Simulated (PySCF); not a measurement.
Al₂O₃, neutral, multiplicity 1. Atoms are numbered in the order given.

```xyz
5

Al     0.0000     0.0000    -1.6797
Al     0.0000     0.0000     1.6797
O      0.0000     0.0000    -3.2761
O      0.0000     0.0000     0.0000
O      0.0000     0.0000     3.2761
```
Charge 0, spin multiplicity 1.

The structure is a stationary point at ωB97X-D3(BJ)/def2-SVP. One conformer was computed; it need not be the lowest.

Method: PySCF with ωB97X-D3(BJ)/def2-SVP.

Frequencies are harmonic and unscaled.

Modes within 1.5 cm⁻¹ of each other (mostly degenerate sets) share a row, with their intensities summed.

| mode | ν (cm⁻¹) | IR (km/mol) | moving atoms (share of kinetic energy) |
|---|---|---|---|
| 1–2 | 46 | 62.2 | O 95 % |
| 3–4 | 195 | 0.0 | Al 69 %, O 31 % |
| 5–6 | 290 | 330.2 | O 58 %, Al 42 % |
| 7 | 446 | 0.0 | O 51 %, Al 49 % |
| 8 | 975 | 46.0 | O 98 % |
| 9 | 1197 | 0.0 | Al 51 %, O 49 % |
| 10 | 1288 | 488.4 | O 55 %, Al 45 % |
